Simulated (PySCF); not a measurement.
Tellurium hexafluoride, SMILES F[Te](F)(F)(F)(F)F (B3LYP/def2-SVP optimised geometry):

```
7

F      0.000     1.659     0.900
Te     0.000     0.000     0.000
F      1.888     0.000     0.000
F     -1.888     0.000     0.000
F      0.003    -0.899     1.660
F     -0.003     0.899    -1.660
F      0.001    -1.659    -0.900
```

Method: PySCF with B3LYP/def2-TZVP, def2 effective core potentials past Kr.

Q: What are the frontier orbital energies and the dipole moment?

A: HOMO-2 -12.56 eV, HOMO-1 -12.56 eV, HOMO -12.56 eV, LUMO -5.62 eV, LUMO+1 -0.15 eV; dipole moment 0.00 D.

On the same geometry PySCF with PBE/def2-TZVP, def2 effective core potentials past Kr gives HOMO-2 -10.62 eV, HOMO-1 -10.62 eV, HOMO -10.62 eV, LUMO -6.11 eV, LUMO+1 -0.88 eV; dipole moment 0.00 D.
